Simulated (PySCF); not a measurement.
A species of formula C7H7FO has this rotational fingerprint, computed with PBE0/pcSseg-1 in PySCF (dipole) on a GFN2-xTB geometry, gas phase:

* Rotational constants: A = 2473, B = 1488, C = 944.4 MHz
* Dipole components: |μa| = 1.21 D, |μb| = 0.79 D, |μc| = 0.96 D
* Inertial defect: -8.76 u·Å²
* κ: -0.29

Task: Which structure is it? (One computed conformer of each.)
A. `[OH:1][CH2:2][c:3]1[cH:4][cH:5][cH:6][cH:7][c:8]1[F:9]` with H–O1–C2–C3 61°, O1–C2–C3–C4 21°
B. `[F:1][c:2]1[cH:3][cH:4][c:5]([CH:6]2[CH2:7][CH2:8]2)[o:9]1` with C4–C5–C6–C7 145°
C. `[CH:1]#[C:2][C@@H:3]1[CH2:4][C:5](=[O:6])[C@@H:7]([F:8])[CH2:9]1` with C2–C3–C4–C5 -89°, C3–C4–C5–O6 170°, C4–C5–C7–F8 -136°, C5–C7–C9–C3 32°
D. `[CH2:1]=[C:2]([CH3:3])[c:4]1[cH:5][cH:6][c:7]([F:8])[o:9]1` with C1–C2–C4–C5 180°

Result: A. It is OCc1ccccc1F, an asymmetric top, point group C1. The candidates at the same level (rigid rotor, commonest isotopes):

```json
{"SMILES": "Fc1ccc(C2CC2)o1", "A (MHz)": "3805", "B (MHz)": "1108", "C (MHz)": "919.9", "μa (D)": "1.42", "μb (D)": "1.36", "μc (D)": "0.00", "Δ (u·Å²)": "-39.49", "point group": "Cs", "rotor": "asymmetric top"}
{"SMILES": "C#C[C@@H]1CC(=O)[C@@H](F)C1", "A (MHz)": "2630", "B (MHz)": "1270", "C (MHz)": "1071", "μa (D)": "3.23", "μb (D)": "0.99", "μc (D)": "1.41", "Δ (u·Å²)": "-118.19", "point group": "C1", "rotor": "asymmetric top"}
{"SMILES": "OCc1ccccc1F", "A (MHz)": "2473", "B (MHz)": "1488", "C (MHz)": "944.4", "μa (D)": "1.21", "μb (D)": "0.79", "μc (D)": "0.96", "Δ (u·Å²)": "-8.76", "point group": "C1", "rotor": "asymmetric top"}
{"SMILES": "C=C(C)c1ccc(F)o1", "A (MHz)": "3944", "B (MHz)": "1092", "C (MHz)": "859.9", "μa (D)": "1.16", "μb (D)": "1.60", "μc (D)": "0.00", "Δ (u·Å²)": "-3.13", "point group": "Cs", "rotor": "asymmetric top"}
```

`C=C(C)c1ccc(F)o1` has A 59 % too high; `Fc1ccc(C2CC2)o1` has A 54 % too high; `C#C[C@@H]1CC(=O)[C@@H](F)C1` has B 15 % too low. No structure here is proved a minimum.
